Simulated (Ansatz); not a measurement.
Total energies of CH₈SiSn (`[CH3][SnH2][SiH3]`).

Cartesian coordinates in Å:
```
C -1.628 0.330 -1.008
Sn 0.280 0.876 -0.194
Si 1.302 -1.071 1.124
H -2.048 1.170 -1.561
H -1.515 -0.519 -1.682
H -2.311 0.057 -0.204
H 1.323 1.334 -1.473
H 0.083 2.238 0.826
H 1.481 -2.254 0.239
H 2.627 -0.700 1.689
H 0.404 -1.460 2.245
```

The species carries charge 0 and has multiplicity 1. Correlated methods include outer-core shells of Sn, which these sets cover unevenly. Sn takes the def2 core potential. All single points use the PBE0-D4/def2-TZVP geometry. Basis def2-TZVPP, Ansatz.

RPA on PBE orbitals: Hartree–Fock energy of these orbitals -544.76949 Eh, correlation -1.09428 Eh (frozen core).

| functional | energy without D4 (Eh) | D4 term (kJ/mol) |
| --- | --- | --- |
| LDA (SPW92) | -544.77431 | – |
| PBE | -546.48861 | -20.3 |
| revPBE | -546.68802 | -53.9 |
| BLYP | -546.61749 | -43.1 |
| r2SCAN | -546.74045 | -5.0 |
| B97M-V | -546.64769 | – |
| PBE0 | -546.54385 | -17.4 |
| B3LYP | -546.82266 | -32.9 |
| r2SCANh | -546.72691 | -5.4 |
| r2SCAN0 | -546.70757 | -6.0 |
| CAM-B3LYP | -546.67761 | -18.0 |
| ωB97X-V | -546.64304 | – |
| ωB97M-V | -546.59842 | – |
| PBE-QIDH | -546.25882 | – |

(1) Give the same for HSE06 (plane-wave form), BHLYP, LC-ωPBE, B2PLYP. (Estimate.)

B3LYP takes the VWN-RPA correlation (the form of Gaussian; ORCA's B3LYP/G). HSE06 is the plane-wave form, built on full-range PBE exchange. The double hybrids freeze the cores in their second-order part.

Answers

(1) Computed: 
| functional | energy without D4 (Eh) | D4 term (kJ/mol) |
| --- | --- | --- |
| HSE06 (plane-wave form) | -546.53189 | -16.5 |
| BHLYP | -546.61626 | -28.4 |
| LC-ωPBE | -546.64389 | – |
| B2PLYP | -546.33696 | – |

LC-ωPBE has ω = 0.4 bohr⁻¹.
